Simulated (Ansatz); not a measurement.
Consider the substitution at a C–Sn bond: `[CH3][SnH]([F])[Br]` + `CNC` → `CN(C)C` + `[F][SnH2][Br]`.

Computed with Ansatz on PBE0-D4/def2-TZVP structures; ΔE is electronic, products minus reactants. CCSD(T)/CBS adds triple-zeta CCSD(T) − MP2 to the extrapolated MP2 energy (def2 sets, frozen cores). def2 core potentials past Kr. For Br, Sn outer-core shells are correlated without core-valence functions, which leaves a few kJ/mol of doubt a bond. Scalar relativity is left out up to krypton.

`[CH3][SnH]([F])[Br]`:

Z-matrix (Å, degrees):
```
C
Sn 1 2.115
H 1 1.089 2 108.1
H 1 1.090 2 109.4 3 119.6
H 1 1.089 2 109.8 3 -119.6
F 2 1.920 1 105.6 3 -57.3
Br 2 2.469 1 109.6 3 55.3
H 2 1.700 1 121.8 3 -176.7
```

`CNC`:

Cartesian coordinates in Å:
```
C 0.323 -0.551 -1.026
N -0.203 -0.602 0.319
C -0.128 0.672 0.996
H 0.191 -1.519 -1.515
H 1.396 -0.343 -0.990
H -0.141 0.224 -1.661
H -1.161 -0.924 0.300
H 0.922 0.946 1.141
H -0.587 0.597 1.984
H -0.611 1.501 0.451
```

`CN(C)C`:

```xyz
13

C     0.325    1.065    0.809
N    -0.449    0.045    0.146
C    -0.006   -1.276    0.515
C    -0.440    0.223   -1.285
H    -0.066    2.053    0.556
H     0.255    0.940    1.892
H     1.395    1.041    0.531
H    -0.076   -1.404    1.598
H     1.039   -1.479    0.215
H    -0.643   -2.028    0.044
H    -0.831    1.211   -1.540
H    -1.077   -0.527   -1.759
H     0.573    0.135   -1.722
```

`[F][SnH2][Br]`:

Z-matrix (Å, degrees):
```
Sn
F 1 1.914
Br 1 2.458 2 105.2
H 1 1.695 2 105.8 3 115.9
H 1 1.695 2 105.8 3 -115.9
```

```csv
species,CCSD(T)/CBS(def2) energy (Eh)
`[CH3][SnH]([F])[Br]`,-2927.68269
`CNC`,-135.00321
`CN(C)C`,-174.25827
`[F][SnH2][Br]`,-2888.40380
```

Task: Work out ΔE.

Result: ΔE = (-174.25827) + (-2888.40380) − (-2927.68269) − (-135.00321) = 0.02383 Eh = +15.0 kcal/mol.

Task: What do rigid-rotor, harmonic-oscillator terms from PBE0-D4/def2-TZVP frequencies (298.15 K, 1 bar) make of the CCSD(T)/CBS value? (An estimate is asked.)

Result: The calculation gave: ΔZPE = -1.0 kcal/mol, ΔH = +13.3 kcal/mol, ΔS = -31 J/(mol·K), ΔG = +15.5 kcal/mol.

Largest T1 diagnostic among the species: 0.012.

From BLYP to BHLYP (50 % exact exchange), in def2-TZVPP and without D4, ΔE moves by −1.0 kcal/mol. At CCSD(T), def2-SVP lies −5.8 kcal/mol from the extrapolated value and def2-TZVPP −1.2 kcal/mol. In def2-TZVPP, CCSD(T) changes the Hartree–Fock value by +0.7 kcal/mol (the triples alone add −0.0 kcal/mol) and MP2 by +1.7 kcal/mol.
